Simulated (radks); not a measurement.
Question: Radial electron density D(r) = 4 pi r^2 rho(r) of an atom or ion with 5 electrons. Method: Dirac Kohn-Sham, PBE, spin-unpolarised, spherical densities, finite nucleus; Fermi nuclear charge, rms radius of each element as measured or else 0.836 A^(1/3) + 0.57 fm; computed with a radial shooting solver on a logarithmic mesh with Libxc functionals.

```
   r/bohr * D(r) (the largest magnitude, 5.07, reaches the edge; | marks zero)
  0.02641 |    *
  0.03384 |       *
  0.04302 |           *
  0.05469 |                *
  0.07009 |                       *
   0.0891 |                                *
   0.1133 |                                         *
   0.1451 |                                                 *
   0.1845 |                                                      *
   0.2364 |                                                      *
   0.3006 |                                               *
   0.3821 |                                   *
   0.4897 |                     *
   0.6225 |           *
   0.7913 |        *
    1.014 |          *
    1.289 |            *
    1.639 |            *
      2.1 |        *
     2.67 |   *
    3.394 | *
    4.349 | *
    5.529 | *
    7.028 | *
    9.007 |*
    11.45 *
    14.56 *
    18.65 *
```

What is the nuclear charge?

Answer: Z = 5. The innermost maximum, from 1s, lies near gamma/Z bohr with gamma = sqrt(1 - (Z/c)^2) = 0.999, here 0.2 bohr (found: 0.206), and its height grows with Z. The density is that of neutral boron in [He] 2s2 3s1; the configuration itself is not fixed sharply by these data. D(r) has 3 maxima, at r = 0.206, 1.43, 5.62 bohr, and minima at 0.811, 3.95 bohr, inside which lie 2.07, 4.08 electrons.
